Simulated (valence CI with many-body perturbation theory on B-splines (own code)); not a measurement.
In XVIII: what the settings do

Computed by relativistic CI+MBPT: four valence electrons over a frozen Dirac-Fock core [Ar] 3d10, a basis of 6 s, 6 p, 5 d, 3 f, 1 g functions for each j, with the one-electron correlation potential Σ1 (screened to all orders), the two-electron term Σ2, the three-electron term Σ3, Breit, model QED; selected single and double excitations, second order for the rest, scaled by the run's own slope (own B-spline code, finite nucleus).

No measured spectrum was set against this ion. As an estimate, levels hold to about 250 cm⁻¹ or 0.2 % of their energy and the worst to 1 %, as in measured heavy ions of charge 2 to 7; those with d or f electrons hold less well.

The reference run has the lowest level (4s^2 4p1/2^2) J=0 and an ionisation energy of 463.509 eV. Its largest variational space holds 9989 state functions.

Levels are named by their leading jj configuration (3d3/2^4 stands for four electrons in 3d with j = 3/2), which in mixed levels can hold well under half, so a name can repeat and another be missing. Letters in brackets count levels of one name in rising energy.

Changed runs:
A. Breit term on → off
B. highest l with Σ1, explicit Σ2 and valence Breit (higher l get mean screening factors) 3 → 1; scale of Σ1 1 → 0; scale of Σ2 1 → 0; three-electron term on → off
C. size limit of the variational space 10000 → 3000; scale of Σ1 1 → 1.1; second order for the rest on → off
D. size limit of the variational space 10000 → 100; second order for the rest on → off (bad on purpose)

Excitation energies of the reference run in cm⁻¹, and shifts in cm⁻¹:

| Level | Reference | A | B | C | D |
| --- | --- | --- | --- | --- | --- |
| (4s^2 4p1/2 4p3/2) J=1 | 58652 | +1037 | -1177 | +114 | +926 |
| (4s^2 4p1/2 4p3/2) J=2 | 74500 | +1129 | -931 | +157 | +3363 |
| (4s^2 4p3/2^2) J=2 | 145953 | +2131 | -1861 | +225 | +3329 |
| (4s^2 4p3/2^2) J=0 | 186514 | +2048 | -939 | +141 | +342 |
| (4s 4p1/2^2 4p3/2) J=2 | 360182 | +442 | -4790 | +242 | +1107 |
| (4s 4p1/2^2 4p3/2) J=1 | 423843 | +380 | -2014 | +267 | +1921 |
| (4s 4p1/2 4p3/2^2) J=2 [a] | 436906 | +917 | -3515 | +375 | +2276 |
| (4s 4p1/2 4p3/2^2) J=3 | 458517 | +1280 | -3652 | +456 | +2206 |
| (4s 4p1/2 4p3/2^2) J=0 | 493469 | +1115 | -2380 | +163 | +384 |
| (4s 4p1/2 4p3/2^2) J=1 [a] | 502251 | +1305 | -2145 | +337 | +2499 |
| (4s 4p1/2 4p3/2^2) J=2 [b] | 508700 | +1412 | -1949 | +507 | +3379 |
| (4s 4p1/2 4p3/2^2) J=1 [b] | 553166 | +907 | +5470 | +394 | +3249 |
| Ionisation energy (eV) | 463.509 | +0.337 | -1.127 | +0.130 | -0.038 |
